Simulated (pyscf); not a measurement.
This saddle point was located with ωB97X-D3(BJ)/def2-SVP in PySCF.

```
Ge
H 1 1.5309
H 1 1.5368 2 112.10
H 1 1.5422 2 110.11 3 -118.61
H 1 1.8969 2 94.39 4 -155.23
Sn 5 1.9012 1 88.68 2 105.53
H 6 1.7222 5 85.40 1 -125.45
H 6 1.7226 7 105.16 5 85.07
```
Charge 0, spin multiplicity 1.

Surface: singlet, charge 0. Lowest wavenumbers (cm⁻¹): 551i, 114, 254, 294, 550.

Problem. What reaction is this the transition state of?

Solution. H₃Ge–SnH₃ <-> SnH₂ [singlet] + GeH₄, a 1,1-elimination read from left to right: Ge–Sn, H–Sn broken and Ge–H formed. At CCSD(T)/def2-TZVPP + ΔMP2(QZVPP) it lies +39.3 kcal/mol from the left side and +9.0 kcal/mol from the right (each side as separated species at their lowest minima found). On the product side the descent ends in a bound adduct, 8.2 kcal/mol under the separated species and 14.6 kcal/mol under the saddle at ωB97X-D3(BJ)/def2-TZVP. At ωB97X-D3(BJ) the barrier from the zero used here is 42.9 kcal/mol. One saddle was located; it need not be the lowest between these sides. The CCSD(T) − MP2 part came from Ansatz, without density fitting, on the same reference. The frozen core leaves the outer d or s,p core shells of the metals and heavy elements correlated in the MP2 and CC values, and def2-TZVPP describes them poorly, which can shift differences by a few kcal/mol. Elements up to Kr have no core potential and no relativistic terms here. Elements past Kr carry the def2 core potentials, without spin-orbit coupling.
